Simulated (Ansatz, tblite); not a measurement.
Removing and adding an electron: `COc1ccc(-c2cc3sc(-c4cc5sc(-c6cc7sc(-c8cc9sc(-c%10ccc(C(F)=C(F)F)cc%10)cc9s8)cc7s6)cc5s4)cc3s2)cc1`. Total charge 0; singlet. Geometry: PBE-D4/def2-SVP. Ansatz, gas phase; energy differences of separate SCF runs; the oxidised species was run as a doublet alone; the reduced species was run as a doublet alone.

```xyz
70

C    13.759    7.578   -8.603
O    13.845    6.514   -7.675
C    12.696    6.041   -7.123
C    12.836    4.974   -6.208
C    11.715    4.423   -5.593
C    10.407    4.907   -5.857
C     9.230    4.331   -5.211
C     7.884    4.622   -5.434
C     7.030    3.858   -4.601
S     5.306    3.744   -4.380
C     5.505    2.511   -3.124
C     4.346    1.960   -2.471
C     2.998    2.255   -2.694
C     2.150    1.509   -1.843
S     0.428    1.400   -1.608
C     0.633    0.190   -0.331
C    -0.522   -0.357    0.329
C    -1.870   -0.043    0.128
C    -2.716   -0.804    0.968
S    -4.437   -0.911    1.211
C    -4.229   -2.156    2.452
C    -5.385   -2.715    3.105
C    -6.727   -2.359    2.950
C    -7.575   -3.142    3.768
S    -9.288   -3.210    4.059
C    -9.088   -4.514    5.240
C   -10.252   -5.063    5.927
C   -11.503   -4.396    5.920
C   -12.611   -4.907    6.594
C   -12.519   -6.122    7.318
C   -13.630   -6.711    8.060
F   -13.386   -7.908    8.646
C   -14.878   -6.215    8.265
F   -15.315   -5.057    7.786
F   -15.804   -6.840    8.971
C   -11.275   -6.800    7.320
C   -10.173   -6.285    6.640
C    -7.748   -4.877    5.380
C    -6.900   -4.102    4.553
S    -5.183   -4.032    4.270
C    -2.881   -2.467    2.656
C    -2.035   -1.705    1.818
S    -0.315   -1.605    1.568
C     1.982   -0.107   -0.111
C     2.829    0.637   -0.964
S     4.552    0.748   -1.197
C     6.851    2.213   -2.900
C     7.704    2.974   -3.733
S     9.425    3.099   -3.954
C    10.288    5.977   -6.774
C    11.405    6.539   -7.402
H    13.155    7.302   -9.497
H    14.794    7.799   -8.924
H    13.321    8.494   -8.146
H    13.847    4.594   -6.000
H    11.855    3.586   -4.891
H     7.539    5.352   -6.176
H     2.662    2.983   -3.444
H    -2.206    0.708   -0.598
H    -7.059   -1.559    2.274
H   -11.603   -3.439    5.386
H   -13.556   -4.350    6.561
H   -11.186   -7.752    7.862
H    -9.231   -6.852    6.648
H    -7.405   -5.653    6.075
H    -2.544   -3.214    3.387
H     2.319   -0.832    0.642
H     7.184    1.473   -2.159
H     9.296    6.393   -7.002
H    11.259    7.370   -8.105
```

The xTB rows come from tblite. Single mean-field runs in def2-SVP are fitted with def2-universal-jkfit.

```tsv
level	−HOMO (eV)	vertical IE (eV)	−LUMO (eV)	vertical EA (eV)	HOMO–LUMO gap (eV)	IE − EA (eV)
GFN1-xTB	10.22	11.43	8.90	7.73	1.33	3.70
GFN2-xTB	9.75	10.91	8.46	7.33	1.30	3.58
PBE-D4/def2-SVP	4.38	5.54	2.96	1.89	1.42	3.65
PBE0-D4/def2-SVP	5.13	5.95	2.54	1.81	2.59	4.14
```

 Raw xTB energy differences between charge states are shifted by several eV; the methods need an empirical correction for them. Sets without diffuse functions give affinities that are too small.
